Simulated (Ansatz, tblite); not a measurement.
Removing an electron: the cluster PtS₂⁻. Charge -1, multiplicity 2. Geometry: PBE0-D4/def2-TZVPD. Ansatz, gas phase; energy differences of separate SCF runs; the oxidised species is a singlet (the triplet lies 0.48 eV higher at PBE0-D4/def2-TZVPD).

Cartesian coordinates in Å:
```
Pt -0.1661 -0.2600 0.0818
S 1.7498 -1.0310 -0.3445
S -1.5837 1.2910 0.2627
```

In the def2 sets Pt takes a core potential; there is no spin–orbit coupling. The xTB rows come from tblite. The structure comes from a short search, and lower isomers may exist.

```
               level  −HOMO (eV)  vertical IE (eV)  −LUMO (eV)  HOMO–LUMO gap (eV)                                  remarks
            GFN1-xTB           –              7.05           –                   –                                        –
            GFN2-xTB           –              7.53           –                   –                                        –
   PBE-D4/def2-TZVPD        0.18              2.94       -0.06                0.24  restricted SCF unstable in HF (singlet)
r2SCAN-D4/def2-TZVPD        0.45              3.11       -0.02                0.47  restricted SCF unstable in HF (singlet)
  PBE0-D4/def2-TZVPD        1.43              3.30       -0.70                2.13  restricted SCF unstable in HF (singlet)
```

Run but left out: HF/def2-TZVPPD, MP2/def2-TZVPPD, CCSD/def2-TZVPPD, CCSD(T)/def2-TZVPPD (flagged by the program: large difference).  HOMO and LUMO are the levels of the spin that leaves or enters (xTB has no such levels and no spin-polarisation term). Other spin states of the ions may lie lower, which would lower the ionisation energy or raise the affinity. Raw xTB energy differences between charge states are shifted by several eV; the methods need an empirical correction for them.
